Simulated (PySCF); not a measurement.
Vertical excitation energies

CH8F3PSi3.
SMILES with atom numbers: `[F:1][C:2]([F:3])([F:4])[SiH2:5][SiH2:6][PH:7][SiH3:8]` (hydrogens: H9, H10 on Si5; H11, H12 on Si6; H13 on P7; H14, H15, H16 on Si8)

Geometry (GFN2-xTB, Å), atoms numbered from 1 in this order:
```xyz
16
CH8F3PSi3 angstrom
F     -3.6341    0.5845    0.3413
C     -2.9332   -0.5141   -0.0152
F     -2.7568   -0.4188   -1.3523
F     -3.7542   -1.5609    0.1783
Si    -1.2460   -0.6508    0.9452
Si    -0.0197    1.2211    0.3287
P      1.9602    0.9857    1.3409
Si     3.0342   -0.4746    0.0389
H     -0.7744   -1.9749    0.5202
H     -1.7062   -0.7836    2.3308
H     -0.5742    2.4805    0.8436
H      0.0963    1.3731   -1.1318
H      2.5215    2.1115    0.7854
H      4.4491   -0.3857    0.3897
H      2.8558   -0.1994   -1.3884
H      2.4740   -1.7846    0.3681
```

Computed, not measured: PySCF, TDDFT PBE0/def2-SVPD, vertical, gas phase, core orbitals frozen in the response.

What does the calculation give for the low-lying excited states?

| state | λ (nm) | E (eV) | f | main configurations (H = HOMO, L = LUMO) |
| --- | --- | --- | --- | --- |
| S1 | 232.0 | 5.34 | 0.0081 | H→L (98%) |
| S2 | 217.4 | 5.70 | 0.0045 | H→L+1 (83%), H→L+2 (14%) |
| S3 | 204.0 | 6.08 | 0.047 | H→L+2 (81%), H→L+1 (14%) |
| S4 | 194.1 | 6.39 | 0.063 | H→L+3 (75%), H→L+4 (16%) |
| S5 | 190.9 | 6.49 | 0.026 | H→L+4 (76%), H→L+3 (15%) |
| S6 | 184.8 | 6.71 | 0.051 | H-1→L (93%) |
| S7 | 179.9 | 6.89 | 0.0015 | H-1→L+1 (80%) |
| S8 | 177.8 | 6.97 | 0.0095 | H→L+5 (72%) |

Triplets, Tamm–Dancoff:

```json
{"state": "T1", "E (eV)": "5.08", "λ (nm)": "244.2", "main configurations (H = HOMO, L = LUMO)": "H→L (85%)"}
{"state": "T2", "E (eV)": "5.30", "λ (nm)": "234.1", "main configurations (H = HOMO, L = LUMO)": "H→L+2 (48%), H→L+1 (28%), H→L+3 (10%)"}
{"state": "T3", "E (eV)": "5.42", "λ (nm)": "228.8", "main configurations (H = HOMO, L = LUMO)": "H→L+1 (41%), H→L+2 (35%), H→L+3 (12%)"}
```

The lowest singlet comes at 232 nm (516 kJ/mol) in the ultraviolet; it is weak; its leading configuration is HOMO→LUMO (98%). The strongest level in the table is S4 at 6.39 eV (194 nm, f = 0.063). Löwdin shares by element: HOMO phosphorus 63%, silicon 22% or more, hydrogen 6% or more; LUMO silicon 48% or more, phosphorus 11%, hydrogen 7% or more (atoms not listed hold the other 34%). Of the 8 states listed, 4 reach f = 0.01 and none stays under 0.0005. The oscillator strengths of these states sum to 0.210; summed over the whole spectrum of an exact calculation they would give the number of electrons, 98 (Thomas–Reiche–Kuhn). Weighted by f, the mean energy of these states is 6.38 eV. The window holds the lowest 8 singlets.

Hardware: Intel Xeon 6975P-C, one thread (shared host). Cost: 39 s wall, 1.1 GiB resident at most.

One conformer stands for the species.
